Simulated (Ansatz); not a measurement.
**What each rung costs, and what it gives**

Saddle point of Si2H8O2, singlet (Si₂H₆O₂ ([OH][SiH2][O][SiH3]) + H₂ → Si₂H₆O ([SiH3][O][SiH3]) + H₂O; bonds formed: Si1–H8, O2–H7; bonds broken: Si1–O2, H7–H8), PBE0-D4/def2-TZVP structure:

Si1  (0.824, -0.057, -0.828)
O2  (1.120, 1.788, -0.724)
O3  (-0.643, -0.732, -0.503)
Si4  (-1.413, -1.047, 0.918)
H5  (0.700, 0.043, -2.314)
H6  (2.057, -0.853, -0.616)
H7  (0.965, 1.488, 0.326)
H8  (0.916, 0.443, 0.870)
H9  (0.472, 2.371, -1.142)
H10  (-1.808, 0.220, 1.588)
H11  (-0.558, -1.839, 1.840)
H12  (-2.632, -1.824, 0.585)
(Å)

Barriers are electronic and count from the start structure reached by relaxing down the imaginary mode.

Program: Ansatz 0.2.0. Basis: as named in each row. Cores are frozen in the correlated methods. B3LYP uses VWN-RPA correlation. Extrapolation: Hartree–Fock as exp(−7.88 √X), correlation as X^−2.97.

Times are rough, for one single point on 4 threads of a shared host (Arm Neoverse V2).

The estimate by CCSD(T) at an estimated basis limit (MP2 extrapolated from triple and quadruple zeta, plus CCSD(T) − MP2 in triple zeta) is 246.3 kJ/mol.

| method | basis | time (s) | barrier (kJ/mol) | method less estimate |
| --- | --- | --- | --- | --- |
| HF | STO-3G | under 1 | 328.5 | 82.2 |
| PBE-D4 | STO-3G | under 1 | 169.2 | -77.1 |
| SPW92 | def2-SVP | under 1 | 152.1 | -94.3 |
| PBE-D4 | def2-SVP | under 1 | 189.1 | -57.3 |
| B3LYP-D4 | 6-31G | under 1 | 233.2 | -13.1 |
| PBE0-D4 | def2-SVP | under 1 | 206.0 | -40.3 |
| SPW92 | def2-TZVPP | 1 | 168.2 | -78.1 |
| PBE-D4 | def2-TZVPP | 2 | 205.4 | -40.9 |
| BLYP-D4 | def2-TZVPP | 2 | 231.9 | -14.4 |
| BHLYP-D4 | def2-TZVPP | 2 | 259.7 | 13.4 |
| B3LYP-D4 | def2-TZVPP | 3 | 241.5 | -4.8 |
| CAM-B3LYP-D4 | def2-TZVPP | 3 | 242.9 | -3.5 |
| PBE0-D4 | def2-TZVPP | 3 | 220.8 | -25.6 |
| wB97M-V | def2-SVP | 3 | 214.1 | -32.2 |
| CCSD(T) | def2-SVP | 4 | 237.6 | -8.8 |
| r2SCAN-D4 | def2-TZVPP | 4 | 224.1 | -22.2 |
| r2SCAN0-D4 | def2-TZVPP | 5 | 233.2 | -13.2 |
| B2PLYP | def2-TZVPP | 6 | 247.3 | 0.9 |
| PBE-QIDH | def2-TZVPP | 6 | 236.1 | -10.2 |
| RPA on PBE | def2-TZVPP | 6 | 245.8 | -0.5 |
| wB97X-V | def2-TZVPP | 6 | 239.3 | -7.0 |
| B97M-V | def2-TZVPP | 8 | 228.8 | -17.5 |
| wB97M-V | def2-TZVPP | 8 | 234.9 | -11.5 |
| MP2 | def2-QZVPP | 22 | 246.8 | 0.5 |
| CCSD(T) | def2-TZVPP | 140 | 245.7 | -0.6 |

All methods are single points on the PBE0-D4 structures.

No T1 diagnostic of these runs exceeds 0.013.

Labels in which every atom is bracketed show which atoms are joined, not bond orders.
